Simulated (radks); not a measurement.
The tungsten ion W2+, 72 electrons, occupied as [Xe] 4f14 5d4. All-electron calculation, Dirac Kohn-Sham, PBE, spin-unpolarised, spherical densities, point nucleus; open shells are shared between the two j in proportion to 2j + 1. Program: a radial shooting solver on a logarithmic mesh with Libxc functionals.

Spin-orbit splittings of the eigenvalues, e(l+1/2) - e(l-1/2), with zeta = 2 splitting/(2l+1) and mean radii in bohr:

shell  occ.  splitting (eV)  zeta (eV)  <r> j=l-1/2  <r> j=l+1/2
2p        6            1353      901.9      0.06365      0.07161
3p        6           292.5      195.0       0.1906       0.2053
3d       10           63.61      25.44       0.1797       0.1842
4p        6           67.79      45.19       0.4546       0.4878
4d       10           12.49      4.996       0.5047       0.5161
4f       14           2.238     0.6394       0.6028       0.6125
5p        6           9.817      6.545        1.177        1.279
5d        4          0.8354     0.3342        1.845        1.903
